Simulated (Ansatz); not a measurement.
Relaxation of SnEt2Ph2 (C16H20Sn) with RKS PBE-D4/def2-SVP.

```sh
$ ansatz run in.yaml --threads 2 --pin off --events-out ev --progress --plain --max-ram 32768MiB --backend cuda --devices 0, --max-vram 18GiB
```

```yaml
crystal:
  periodic: [false, false, false]
  atoms:
    - {symbol: Sn, position_ang: [0.541070, 0.002220, 0.358810]}
    - {symbol: C, position_ang: [0.479360, -0.057110, 2.588420]}
    - {symbol: C, position_ang: [0.917110, -1.394580, 3.151060]}
    - {symbol: H, position_ang: [-0.540040, 0.163160, 2.900490]}
    - {symbol: H, position_ang: [1.118590, 0.736160, 2.971870]}
    - {symbol: H, position_ang: [0.853360, -1.382750, 4.238530]}
    - {symbol: H, position_ang: [0.283600, -2.197870, 2.782580]}
    - {symbol: H, position_ang: [1.944430, -1.618830, 2.875430]}
    - {symbol: C, position_ang: [2.653940, 0.025720, -0.359080]}
    - {symbol: C, position_ang: [3.381760, 1.309550, -0.014300]}
    - {symbol: H, position_ang: [2.643490, -0.118020, -1.438030]}
    - {symbol: H, position_ang: [3.169850, -0.825340, 0.082100]}
    - {symbol: H, position_ang: [4.403030, 1.274070, -0.391960]}
    - {symbol: H, position_ang: [2.885270, 2.169090, -0.457840]}
    - {symbol: H, position_ang: [3.424980, 1.458870, 1.061520]}
    - {symbol: C, position_ang: [-0.514880, 1.790550, -0.346050]}
    - {symbol: C, position_ang: [-0.526890, 2.953080, 0.409700]}
    - {symbol: C, position_ang: [-1.181020, 4.083790, -0.045520]}
    - {symbol: C, position_ang: [-1.832460, 4.063380, -1.265930]}
    - {symbol: C, position_ang: [-1.825120, 2.907760, -2.027100]}
    - {symbol: C, position_ang: [-1.169830, 1.779360, -1.568550]}
    - {symbol: H, position_ang: [-0.022450, 2.978240, 1.365470]}
    - {symbol: H, position_ang: [-1.182320, 4.982210, 0.555410]}
    - {symbol: H, position_ang: [-2.345230, 4.945090, -1.622640]}
    - {symbol: H, position_ang: [-2.331660, 2.884420, -2.981610]}
    - {symbol: H, position_ang: [-1.169430, 0.879870, -2.168770]}
    - {symbol: C, position_ang: [-0.494870, -1.760570, -0.428350]}
    - {symbol: C, position_ang: [-1.881310, -1.802870, -0.431990]}
    - {symbol: C, position_ang: [-2.551670, -2.921420, -0.892270]}
    - {symbol: C, position_ang: [-1.840090, -4.014090, -1.355800]}
    - {symbol: C, position_ang: [-0.457080, -3.980370, -1.357130]}
    - {symbol: C, position_ang: [0.209650, -2.859430, -0.895770]}
    - {symbol: H, position_ang: [-2.444370, -0.952760, -0.071670]}
    - {symbol: H, position_ang: [-3.632320, -2.939800, -0.887650]}
    - {symbol: H, position_ang: [-2.362540, -4.888980, -1.715210]}
    - {symbol: H, position_ang: [0.105670, -4.829740, -1.718000]}
    - {symbol: H, position_ang: [1.290420, -2.842060, -0.900180]}
basis:
  gaussian: {orbitals: def2-SVP}
hamiltonian: {xc: pbe, dispersion: d4}
scf: {lower_state_search: "off"}
output: {orbitals: {seedname: orbitals}}
relax: {f_tol: 0.03, max_steps: 70}
```

Hardware: 2 threads of AMD EPYC 7R13 on a shared host and a share (18 GiB) of an NVIDIA H100 80GB HBM3. Wall time 23 s.

Positions (Å) and forces (eV/Å) at steps 1, 2, 3, 4, 5 of 5:

```xyz
37
step=1 energy=-22715.3128 eV
Sn    0.541    0.002    0.359    0.166    0.022    0.128
C     0.479   -0.057    2.588    0.163   -0.330   -0.822
C     0.917   -1.395    3.151   -0.173    0.460   -0.264
H    -0.540    0.163    2.900   -0.681    0.271    0.068
H     1.119    0.736    2.972    0.369    0.640    0.146
H     0.853   -1.383    4.239    0.014   -0.130    0.736
H     0.284   -2.198    2.783   -0.362   -0.640   -0.193
H     1.944   -1.619    2.875    0.726   -0.277   -0.130
C     2.654    0.026   -0.359   -0.736    0.317    0.420
C     3.382    1.310   -0.014   -0.332   -0.441   -0.113
H     2.643   -0.118   -1.438   -0.141   -0.219   -0.691
H     3.170   -0.825    0.082    0.221   -0.668    0.260
H     4.403    1.274   -0.392    0.709    0.111   -0.194
H     2.885    2.169   -0.458   -0.260    0.679   -0.248
H     3.425    1.459    1.062    0.098    0.223    0.750
C    -0.515    1.791   -0.346    0.672   -1.169    0.428
C    -0.527    2.953    0.410    0.193   -0.025    0.333
C    -1.181    4.084   -0.046   -0.016    0.328    0.181
C    -1.832    4.063   -1.266   -0.145    0.243   -0.102
C    -1.825    2.908   -2.027   -0.189    0.034   -0.323
C    -1.170    1.779   -1.569    0.024   -0.330   -0.197
H    -0.022    2.978    1.365    0.336    0.075    0.696
H    -1.182    4.982    0.555   -0.007    0.622    0.404
H    -2.345    4.945   -1.623   -0.347    0.601   -0.242
H    -2.332    2.884   -2.982   -0.352   -0.009   -0.654
H    -1.169    0.880   -2.169   -0.048   -0.611   -0.457
C    -0.495   -1.761   -0.428    0.653    1.144    0.481
C    -1.881   -1.803   -0.432   -0.175    0.317    0.142
C    -2.552   -2.921   -0.892   -0.373   -0.046   -0.017
C    -1.840   -4.014   -1.356   -0.154   -0.238   -0.102
C    -0.457   -3.980   -1.357    0.170   -0.314   -0.132
C     0.210   -2.859   -0.896    0.378    0.039    0.016
H    -2.444   -0.953   -0.072   -0.455    0.571    0.226
H    -3.632   -2.940   -0.888   -0.743   -0.023   -0.005
H    -2.363   -4.889   -1.715   -0.353   -0.596   -0.246
H     0.106   -4.830   -1.718    0.377   -0.586   -0.250
H     1.290   -2.842   -0.900    0.775   -0.043   -0.033
37
step=2 energy=-22715.6411 eV
Sn    0.553    0.003    0.370   -0.074   -0.032   -0.057
C     0.508   -0.055    2.544   -0.060   -0.074   -0.124
C     0.942   -1.398    3.131   -0.091    0.248   -0.058
H    -0.536    0.192    2.807   -0.108    0.043    0.168
H     1.145    0.775    2.900    0.068    0.127    0.117
H     0.870   -1.392    4.234    0.013   -0.053    0.211
H     0.311   -2.226    2.764   -0.106   -0.165   -0.067
H     1.986   -1.642    2.873    0.202   -0.062   -0.045
C     2.614    0.019   -0.322   -0.143    0.099   -0.011
C     3.354    1.313    0.013   -0.068   -0.241   -0.095
H     2.549   -0.147   -1.413    0.120   -0.038   -0.157
H     3.108   -0.864    0.120    0.125   -0.139    0.027
H     4.387    1.292   -0.379    0.205    0.056   -0.044
H     2.854    2.194   -0.423   -0.090    0.179   -0.070
H     3.422    1.478    1.102    0.018    0.047    0.211
C    -0.496    1.758   -0.340    0.170   -0.292    0.146
C    -0.506    2.936    0.424    0.013    0.031    0.035
C    -1.167    4.079   -0.038    0.001    0.103    0.068
C    -1.829    4.057   -1.270   -0.030    0.059   -0.024
C    -1.827    2.887   -2.038   -0.052   -0.001   -0.095
C    -1.165    1.745   -1.575   -0.016   -0.055   -0.035
H     0.001    2.966    1.395    0.091    0.037    0.179
H    -1.168    4.992    0.569   -0.007    0.165    0.100
H    -2.348    4.951   -1.632   -0.089    0.156   -0.062
H    -2.346    2.863   -3.002   -0.094    0.001   -0.167
H    -1.181    0.831   -2.180   -0.005   -0.152   -0.122
C    -0.484   -1.728   -0.414    0.194    0.292    0.118
C    -1.888   -1.770   -0.425   -0.036    0.048    0.008
C    -2.564   -2.902   -0.893   -0.111    0.001   -0.005
C    -1.842   -4.007   -1.357   -0.035   -0.059   -0.022
C    -0.444   -3.974   -1.354    0.065   -0.098   -0.043
C     0.230   -2.841   -0.885    0.035   -0.022   -0.006
H    -2.466   -0.907   -0.074   -0.122    0.141    0.064
H    -3.659   -2.921   -0.897   -0.192   -0.011   -0.006
H    -2.371   -4.894   -1.724   -0.090   -0.155   -0.064
H     0.126   -4.836   -1.719    0.093   -0.155   -0.067
H     1.326   -2.828   -0.892    0.203   -0.028   -0.007
37
step=3 energy=-22715.6657 eV
Sn    0.558   -0.002    0.379   -0.135    0.032   -0.083
C     0.476   -0.025    2.565    0.084   -0.061    0.052
C     0.937   -1.374    3.123    0.008    0.012    0.095
H    -0.562    0.213    2.889    0.056   -0.013   -0.138
H     1.117    0.805    2.931    0.002   -0.007    0.004
H     0.899   -1.396    4.235    0.011   -0.018   -0.035
H     0.304   -2.209    2.757    0.010    0.006    0.003
H     1.984   -1.609    2.831   -0.023    0.003    0.011
C     2.617   -0.003   -0.357    0.080    0.035    0.067
C     3.343    1.296    0.006    0.069   -0.010   -0.015
H     2.607   -0.165   -1.457   -0.106    0.006    0.083
H     3.124   -0.885    0.088    0.015    0.006   -0.004
H     4.393    1.302   -0.362   -0.029    0.012    0.016
H     2.839    2.184   -0.430    0.003   -0.006    0.008
H     3.386    1.455    1.105    0.003    0.001   -0.020
C    -0.492    1.758   -0.320    0.006    0.015   -0.049
C    -0.499    2.950    0.437   -0.012   -0.015   -0.029
C    -1.164    4.096   -0.032    0.010   -0.004    0.011
C    -1.830    4.066   -1.267   -0.002   -0.011   -0.004
C    -1.833    2.886   -2.030   -0.012   -0.011    0.000
C    -1.169    1.740   -1.558    0.002    0.055    0.004
H     0.018    2.993    1.411   -0.014    0.003   -0.017
H    -1.162    5.019    0.572    0.002   -0.018   -0.016
H    -2.352    4.963   -1.636    0.009   -0.017    0.007
H    -2.357    2.857   -2.999    0.011    0.003    0.021
H    -1.184    0.820   -2.166   -0.009    0.019    0.014
C    -0.472   -1.735   -0.413   -0.033   -0.013    0.018
C    -1.883   -1.772   -0.436    0.009   -0.045    0.000
C    -2.565   -2.906   -0.909   -0.004    0.012   -0.005
C    -1.843   -4.019   -1.370   -0.001    0.011   -0.004
C    -0.439   -3.993   -1.360    0.013    0.002    0.003
C     0.240   -2.859   -0.883   -0.030    0.008    0.009
H    -2.465   -0.904   -0.081    0.008   -0.019   -0.015
H    -3.667   -2.920   -0.918    0.024   -0.001   -0.003
H    -2.377   -4.909   -1.740    0.010    0.017    0.005
H     0.131   -4.863   -1.724   -0.013    0.017    0.009
H     1.343   -2.857   -0.882   -0.022   -0.005   -0.004
37
step=4 energy=-22715.6756 eV
Sn    0.532   -0.003    0.372    0.049   -0.011   -0.004
C     0.504   -0.037    2.560   -0.044    0.055   -0.002
C     0.981   -1.375    3.124   -0.004   -0.034    0.004
H    -0.535    0.198    2.875    0.024   -0.025   -0.005
H     1.140    0.800    2.917   -0.004    0.008   -0.012
H     0.954   -1.394    4.235    0.007    0.005    0.004
H     0.356   -2.221    2.768    0.010    0.010   -0.001
H     2.027   -1.595    2.822    0.012   -0.027    0.014
C     2.606    0.002   -0.328   -0.020   -0.046   -0.035
C     3.332    1.298    0.035    0.005    0.024   -0.002
H     2.585   -0.165   -1.426   -0.008    0.024    0.029
H     3.114   -0.880    0.117   -0.015   -0.005    0.004
H     4.382    1.305   -0.329    0.000    0.001    0.007
H     2.830    2.189   -0.399    0.001   -0.010    0.005
H     3.369    1.451    1.134    0.021    0.024    0.007
C    -0.500    1.764   -0.337   -0.012    0.016   -0.015
C    -0.492    2.956    0.418    0.010   -0.002    0.011
C    -1.150    4.108   -0.045    0.000   -0.007   -0.007
C    -1.828    4.082   -1.274   -0.001   -0.001    0.002
C    -1.845    2.904   -2.037    0.011    0.006    0.000
C    -1.184    1.755   -1.571   -0.017   -0.021   -0.005
H     0.032    2.995    1.388   -0.008    0.002    0.001
H    -1.136    5.029    0.558    0.003    0.002   -0.001
H    -2.346    4.983   -1.638   -0.001    0.003    0.001
H    -2.375    2.878   -3.001   -0.003    0.000    0.000
H    -1.213    0.836   -2.180    0.000    0.002    0.011
C    -0.495   -1.743   -0.407   -0.021   -0.007   -0.002
C    -1.905   -1.786   -0.447   -0.015    0.011   -0.011
C    -2.578   -2.920   -0.930    0.001   -0.006    0.003
C    -1.848   -4.032   -1.381    0.001    0.002    0.002
C    -0.445   -4.004   -1.350   -0.007    0.007    0.003
C     0.224   -2.867   -0.866    0.015    0.002    0.001
H    -2.497   -0.921   -0.104    0.014    0.001    0.000
H    -3.679   -2.937   -0.954   -0.004   -0.001   -0.004
H    -2.375   -4.922   -1.760    0.000   -0.002   -0.004
H     0.132   -4.871   -1.706    0.002   -0.002    0.003
H     1.327   -2.863   -0.852   -0.003    0.001    0.000
37
step=5 energy=-22715.6768 eV
Sn    0.533   -0.003    0.373    0.016   -0.004    0.005
C     0.504   -0.041    2.561    0.009   -0.010   -0.005
C     0.992   -1.376    3.129   -0.007    0.005    0.000
H    -0.537    0.182    2.875    0.002   -0.009    0.001
H     1.131    0.804    2.917   -0.001    0.009    0.001
H     0.959   -1.391    4.240   -0.001   -0.001   -0.003
H     0.373   -2.225    2.772    0.004    0.003    0.004
H     2.040   -1.594    2.836   -0.005    0.005   -0.003
C     2.607    0.005   -0.327   -0.003    0.008    0.011
C     3.338    1.299    0.039   -0.003   -0.002   -0.005
H     2.582   -0.154   -1.425   -0.001    0.009    0.002
H     3.111   -0.881    0.113    0.000   -0.009    0.001
H     4.386    1.304   -0.331   -0.005    0.002   -0.001
H     2.836    2.191   -0.391    0.005   -0.004    0.001
H     3.385    1.454    1.138   -0.003   -0.005   -0.005
C    -0.503    1.762   -0.337   -0.017   -0.007    0.011
C    -0.492    2.955    0.416    0.006    0.007   -0.004
C    -1.148    4.107   -0.049   -0.004   -0.001    0.002
C    -1.829    4.080   -1.276    0.009    0.002   -0.005
C    -1.850    2.899   -2.035   -0.017   -0.002    0.006
C    -1.194    1.749   -1.567    0.018    0.002   -0.006
H     0.032    2.995    1.386    0.003    0.001   -0.003
H    -1.129    5.030    0.551   -0.002    0.001    0.001
H    -2.346    4.981   -1.641    0.002    0.000   -0.001
H    -2.385    2.872   -2.998   -0.002    0.000    0.001
H    -1.228    0.828   -2.172   -0.001   -0.002    0.004
C    -0.498   -1.741   -0.409    0.002    0.006   -0.012
C    -1.908   -1.780   -0.457    0.000    0.000    0.010
C    -2.581   -2.915   -0.940   -0.001    0.002   -0.012
C    -1.851   -4.029   -1.385    0.000   -0.001    0.005
C    -0.448   -4.003   -1.347    0.000    0.001   -0.003
C     0.222   -2.867   -0.862   -0.002   -0.007    0.003
H    -2.498   -0.913   -0.119    0.005    0.003   -0.001
H    -3.682   -2.929   -0.970    0.000    0.000   -0.002
H    -2.377   -4.918   -1.765    0.000    0.000    0.001
H     0.129   -4.873   -1.697    0.000   -0.001   -0.001
H     1.324   -2.865   -0.844   -0.002    0.001    0.004
```

In the def2 sets Sn takes a core potential; there is no spin–orbit coupling.
